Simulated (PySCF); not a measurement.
A species of formula C6H13FN2Si has this rotational fingerprint, computed with PBE0/pcSseg-1 in PySCF (dipole) on a GFN2-xTB geometry, gas phase:

| Item | Value |
| --- | --- |
| Rotational constants | A = 2262, B = 697.2, C = 569.5 MHz |
| Dipole components | \|μa\| = 1.37 D, \|μb\| = 1.18 D, \|μc\| = 0.18 D |
| Inertial defect | -60.81 u·Å² |
| κ | -0.85 |

Task: Which candidate fits, each taken in the one conformer that was computed?
A. `[CH2:1]=[CH:2][CH2:3][Si@@H:4]1[NH:5][CH2:6][C@H:7]([CH2:8][F:9])[NH:10]1` with C1–C2–C3–Si4 -101°, C2–C3–Si4–N5 -75°, C6–C7–C8–F9 -178°, C3–Si4–N5–C6 -143°, Si4–N5–C6–C7 36°, N5–C6–C7–C8 83°, C6–C7–N10–Si4 24°
B. `[CH3:1][C:2]1=[N:3][N:4]([SiH:5]([CH3:6])[CH3:7])[CH2:8][C@H:9]1[F:10]` with N3–N4–Si5–C6 26°
C. `[CH2:1]=[C:2]([F:3])[Si@@H:4]1[NH:5][CH2:6][C@@H:7]1[N:8]([CH3:9])[CH3:10]` with C1–C2–Si4–N5 62°, C6–C7–N8–C9 67°
D. `[CH2:1]=[C:2]([N:3]1[CH2:4][CH2:5][CH2:6][CH2:7]1)[Si@H:8]([NH2:9])[F:10]` with C1–C2–N3–C4 11°, C1–C2–Si8–N9 -13°, C2–Si8–N9–H 62° and -77°, C2–N3–C4–C5 163°, N3–C4–C5–C6 24°, C4–C5–C6–C7 -37°, C5–C6–C7–N3 36°
E. `[CH3:1][N:2]([CH3:3])[SiH2:4][C@@H:5]([F:6])[CH2:7][CH2:8][C:9]#[N:10]` with C1–N2–Si4–C5 -159°, N2–Si4–C5–F6 -72°, Si4–C5–C7–C8 175°, C5–C7–C8–C9 -66°

Result: D. It is C=C(N1CCCC1)[Si@H](N)F, an asymmetric top, point group C1. The candidates at the same level (rigid rotor, commonest isotopes):

```json
{"SMILES": "CN(C)[SiH2][C@@H](F)CCC#N", "A (MHz)": "2311", "B (MHz)": "518.2", "C (MHz)": "503.4", "μa (D)": "3.74", "μb (D)": "1.70", "μc (D)": "2.11", "Δ (u·Å²)": "-189.89", "point group": "C1", "rotor": "near-prolate asymmetric top"}
{"SMILES": "CC1=NN([SiH](C)C)C[C@H]1F", "A (MHz)": "1977", "B (MHz)": "694.0", "C (MHz)": "555.9", "μa (D)": "0.58", "μb (D)": "0.72", "μc (D)": "1.08", "Δ (u·Å²)": "-74.70", "point group": "C1", "rotor": "asymmetric top"}
{"SMILES": "C=C(F)[Si@@H]1NC[C@@H]1N(C)C", "A (MHz)": "1638", "B (MHz)": "836.8", "C (MHz)": "653.1", "μa (D)": "2.11", "μb (D)": "0.29", "μc (D)": "0.62", "Δ (u·Å²)": "-138.78", "point group": "C1", "rotor": "asymmetric top"}
{"SMILES": "C=C(N1CCCC1)[Si@H](N)F", "A (MHz)": "2262", "B (MHz)": "697.2", "C (MHz)": "569.5", "μa (D)": "1.37", "μb (D)": "1.18", "μc (D)": "0.18", "Δ (u·Å²)": "-60.81", "point group": "C1", "rotor": "asymmetric top"}
{"SMILES": "C=CC[Si@@H]1NC[C@H](CF)N1", "A (MHz)": "2215", "B (MHz)": "596.5", "C (MHz)": "535.0", "μa (D)": "0.05", "μb (D)": "1.53", "μc (D)": "0.94", "Δ (u·Å²)": "-130.69", "point group": "C1", "rotor": "near-prolate asymmetric top"}
```

`CN(C)[SiH2][C@@H](F)CCC#N` has B 26 % too low; `CC1=NN([SiH](C)C)C[C@H]1F` has A 13 % too low; `C=C(F)[Si@@H]1NC[C@@H]1N(C)C` has A 28 % too low; `C=CC[Si@@H]1NC[C@H](CF)N1` has B 14 % too low. No structure here is proved a minimum.
